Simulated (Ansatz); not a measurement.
The cluster Ca₇Si₂, relaxed as a singlet with RKS PBE0-D4/def2-SVP in Ansatz, starting from packed atoms. Force threshold 0.02 eV/Å.

The restricted singlet is unstable towards broken spin symmetry in Hartree–Fock (as tested in another run); at PBE0-D4/def2-SVP this wasn't settled. Another isomer (singlet) lies 0.53 eV lower at PBE0-D4/def2-TZVP; other spin states weren't run for this one.

Start:

```xyz
9

Ca   -0.2515   -2.0819    1.2495
Ca    0.8833   -1.6296    4.4383
Ca   -1.2831   -1.5494   -2.1086
Ca   -2.0640    1.9303   -3.5361
Ca    2.3983   -1.2285   -2.6996
Ca   -1.6357    3.2363   -0.2804
Ca   -0.1869    1.4649    2.7502
Si   -0.9945    0.5531    0.2027
Si    3.1341   -0.6952   -0.0161
```

Question: Estimate the energy that the relaxation releases and the steps that it takes.

Answer: 514.4 kJ/mol, in 35 steps; 4.4 min on 4 threads of Intel Xeon 6975P-C on a shared host. The force fell under the threshold at step 26, but the optimiser went on and released 0.005 eV more. No frequencies were taken in this run, so the end may be a saddle point.

Question: Does the start keep its bonding?

Answer: Bonds formed: Ca1–Ca5, Ca1–Ca6, Ca1–Si9, Ca2–Si9, Ca3–Ca6, Ca4–Ca5, Ca4–Si8, Ca5–Si8 (atoms count from 1).

Question: Predict the relaxed structure.

Answer: 
```xyz
9

Ca   -0.805   -1.809    1.044
Ca    1.864   -1.276    3.406
Ca   -2.018   -1.287   -2.254
Ca   -0.261    1.815   -2.962
Ca    1.610   -1.379   -1.879
Ca   -2.616    1.662   -0.101
Ca    0.322    1.814    2.315
Si    0.075    0.730   -0.353
Si    1.829   -0.271    0.783
```
Bond lengths (bridged metal pairs left out): 12 × Ca–Ca 3.55 to 4.08 Å; 9 × Ca–Si 2.81 to 3.06 Å; 1 × Si–Si 2.32 Å.
